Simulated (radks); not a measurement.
Values are calculated unless marked as measured or tabulated.
Task: Species: Mn. Configuration: [Ar] 3d5 4s1 5p1 (not the ground configuration). Level of theory: non-relativistic Kohn-Sham, BLYP, spin-unpolarised, spherical densities, point nucleus (a radial shooting solver on a logarithmic mesh with Libxc functionals). Some entries of the table are withheld. Estimate them.

orbital  occ.  eigenvalue (hartree)  <r^2> (bohr^2)  r(max) (bohr)
1s          2             -234.5138        0.005083            (1)
2s          2             -27.12145         0.09420         0.2352
2p          6             -23.28325         0.07573            (2)
3s          2                   (3)          0.8548         0.7428
3p          6              -2.18334          0.9726         0.7540
3d          5              -0.44641           1.855         0.7571
4s          1                   (4)           9.150          2.399
5p          1              -0.03471           129.2          9.579

Result: 
(1) 1s r(max) (bohr): 0.04053
(2) 2p r(max) (bohr): 0.1894
(3) 3s eigenvalue (hartree): -3.27870
(4) 4s eigenvalue (hartree): -0.32926
